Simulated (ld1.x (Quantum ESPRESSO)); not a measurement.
**u(r) = r·R(r): atom against pseudo-atom (selenium (Se))**

Columns: radius, all-electron u(r) and pseudo u(r) of the 3p shell (level -152.70 eV) of selenium in the configuration [Ne] 3s2 3p6 3d10 4s2 4p4; LDA (PZ), scalar-relativistic, TM semilocal scheme, ld1.x (Quantum ESPRESSO) 7.5.

| r (bohr) | all-electron | pseudo |
| --- | --- | --- |
| 0.050 | 0.4779 | -0.0374 |
| 0.100 | 0.7593 | -0.1455 |
| 0.150 | 0.5735 | -0.3118 |
| 0.200 | 0.1407 | -0.5175 |
| 0.250 | -0.3400 | -0.7392 |
| 0.300 | -0.7579 | -0.9528 |
| 0.350 | -1.0700 | -1.1367 |
| 0.400 | -1.2720 | -1.2750 |
| 0.450 | -1.3783 | -1.3596 |
| 0.500 | -1.4094 | -1.3903 |
| 0.550 | -1.3856 | -1.3733 |
| 0.600 | -1.3245 | -1.3188 |
| 0.650 | -1.2400 | -1.2383 |
| 0.700 | -1.1425 | -1.1424 |
| 0.750 | -1.0396 | -1.0399 |
| 0.800 | -0.9366 | -0.9368 |
| 0.850 | -0.8370 | -0.8370 |
| 0.900 | -0.7430 | -0.7430 |
| 0.950 | -0.6559 | -0.6559 |
| 1.000 | -0.5763 | -0.5763 |
| 1.050 | -0.5043 | -0.5043 |
| 1.100 | -0.4398 | -0.4398 |
| 1.150 | -0.3825 | -0.3825 |
| 1.200 | -0.3317 | -0.3317 |
| 1.250 | -0.2870 | -0.2870 |
| 1.300 | -0.2479 | -0.2479 |

**Question.** How many radial nodes do the two functions have?

**Answer.** The all-electron 3p function has n − l − 1 = 1; the pseudo-wave has 0, since the states of the same l below it are removed with the core.

**Question.** Is the pseudo-wave norm-conserving?

**Answer.** Yes: the TM semilocal scheme keeps the norm inside the radius equal to the all-electron one, which fixes the energy derivative of the logarithmic derivative at the level.
